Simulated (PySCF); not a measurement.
# What a mistake does to a calculation on BCH4O cation

All numbers below are calculated, not measured. The program is PySCF 2.14.0, an open-source quantum chemistry code, run on an isolated molecule that a program drew, which may never have been made. The molecule is BCH4O cation (charge +1, singlet), drawn as the SMILES string `C[B+]O`.

Each row is a Hartree-Fock (HF) and frozen-core CCSD(T) single point in the cc-pVDZ basis, meant for a local HF minimum. Run 1 is clean. Each other run has one planted mistake out of seven kinds, and not every kind appears here: one electron removed, one electron added, multiplicity raised by two, geometry at a saddle point, minimal basis STO-3G, one bond length entered in bohr, all coordinates scaled. The reference is restricted for singlets and unrestricted otherwise, and also for a bond in bohr. Adding or removing an electron swaps singlet and doublet. Electrons count all cores. HOMO and LUMO are orbital energies over both spins, the gradient is its largest component, and the lowest frequency (negative if imaginary) is given only where the gradient is small. Bond lengths are over the 6 bonds as drawn. T1 is the CCSD diagnostic: over 0.02 (restricted) or 0.045 (unrestricted) a single reference is doubtful.

Geometry of the clean run:
```xyz
7
BCH4O cation, angstrom
C     1.6556    0.6008   -1.3231
B     0.3797   -0.2064   -1.2837
O    -0.6407   -0.9063   -1.3213
H     2.2382    0.2966   -2.1981
H     1.4165    1.6647   -1.3982
H     2.2377    0.4146   -0.4169
H    -1.4432   -1.0419   -0.8228
```

| run | electrons | basis functions | <S^2> | HOMO (eV) | LUMO (eV) | gradient (hartree/bohr) | lowest frequency (cm^-1) | mean bond (Å) | longest bond (Å) | T1 | HF (hartree) | CCSD(T) (hartree) | mistake |
|---|---|---|---|---|---|---|---|---|---|---|---|---|---|
| 1 | 22 | 62 | 0.000 | -21.45 | -2.78 | 1.9e-06 | 53 | 1.1639 | 1.510 | 0.0145 | -139.53911 | -139.96557 | no fault |
| 2 | 23 | 62 | 0.765 | -4.49 | 4.28 | 9.8e-02 | - | 1.1639 | 1.510 | 0.0187 | -139.67151 | -140.11099 | one electron added |
| 3 | 22 | 19 | 0.000 | -20.63 | -0.55 | 4.7e-02 | - | 1.1639 | 1.510 | 0.0198 | -137.78502 | -137.96031 | minimal basis STO-3G |
| 4 | 22 | 62 | 0.554 | -16.09 | -6.07 | 3.4e-02 | - | 1.3878 | 2.854 | 0.0630 | -139.38187 | -139.80556 | ? |

**Which mistake was planted in run 4, and what did it cost?**

The mean bond changes by a factor of 1.192 and the longest by 1.890, so the molecule wasn't scaled as a whole. A length L in bohr read as angstrom grows by (1/0.5292 - 1) L = 0.890 L. The 6 bonds together grew by 6 x 0.2239 = 1.343 Å, which gives L = 1.510 Å. That is bond C1-B2, 1.510 Å in the clean geometry. So the mistake is: one bond length entered in bohr. Subtracting run 1 and multiplying by 627.51 kcal/mol a hartree, the energy moved by 98.7 kcal/mol in HF and 100.4 kcal/mol in CCSD(T).

Cautions from the logs. Run 4: T1 is over the limit, so its CCSD(T) energy is less reliable.
